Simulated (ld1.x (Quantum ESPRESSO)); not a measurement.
## Ga: one change to an ultrasoft potential, before and after

* Element: gallium (Ga)
* Generator: ld1.x (Quantum ESPRESSO) 7.5
* Type: ultrasoft
* Functional: LDA (PZ)
* Relativity: scalar-relativistic
* Frozen core: [Ar] 3d10
* Valence charge: 3
* Reference configuration: 4s2 4p1
* Partial waves: 4s (bound): rcut 1.85, rcutus 2.25 bohr; 4s channel at 0.2 Ry: rcut 1.85, rcutus 2.25 bohr; 4p (bound): rcut 1.50, rcutus 2.05 bohr; 4p channel at 0.35 Ry: rcut 1.50, rcutus 2.05 bohr; 4d channel at 0.15 Ry: rcut 1.70, rcutus 1.90 bohr
* Local potential: all-electron potential smoothed inside 1.50 bohr (lloc = -2)
* Core correction: none
* Augmentation charge: built from norm-conserving waves at rcut, not smoothed further

All-electron outer shells of the reference configuration (LDA (PZ), scalar-relativistic, ld1.x):

```csv
shell,level (eV),outermost node (bohr),outermost maximum (bohr)
3p,-98.65,0.24,0.56
3d,-19.40,–,0.53
4s,-9.17,0.81,1.87
4p,-2.74,0.87,2.53
```

Change: waves 4p (bound): rcut 1.50, rcutus 2.98 bohr; 4p channel at 0.35 Ry: rcut 1.50, rcutus 2.98 bohr.

Cutoffs: the cutoffs (Ry, on a coarse ladder) from which the occupation-weighted sum of valence levels, in a spherical-Bessel basis at the reference potential, stays within 10 and 1 mRy of its value at 400 Ry; they do not see the model core or the augmentation charge, which bear on the density cutoff. Errors are all-electron minus pseudo energies relative to the spin-unpolarised reference configuration.

Predict the effect on cutoff, ghosts and configuration errors.

Both files are very soft, the changed one slightly harder (loose and tight cutoff 6 and 6 Ry → 6 and 8 Ry on this coarse ladder); the errors of the 9 common tests hardly move; neither file shows a bound ghost.

```tsv
quantity	base	changed
cutoff, loose	6 Ry	6 Ry
cutoff, tight	6 Ry	8 Ry
bound ghosts	none	none
error for 4s2 4p0, meV [ΔE 5.89 eV]	+8.5	+8.5
error for 4s1 4p0, meV [ΔE 27.39 eV]	+121	+121
error for 4s2 4p0.5, meV [ΔE 2.12 eV]	+1.3	+1.3
error for 4s1 4p1, meV [ΔE 13.34 eV]	+27	+27
error for 4s1 4p2, meV [ΔE 6.61 eV]	+19	+19
error for 4s2 4p1.3, meV [ΔE -0.58 eV]	+0.3	+0.3
error for 4s0 4p3, meV [ΔE 13.54 eV]	+94	+95
error for 4s2 4p1 (spin-polarised), meV [ΔE -0.13 eV]	+16	+16
error for 4s1 4p0 (spin-polarised), meV [ΔE 27.08 eV]	+432	+432
lowest overlap eigenvalue by channel	s 0.37, p 0.59, d 1.00	s 0.37, p 0.75, d 1.00
```
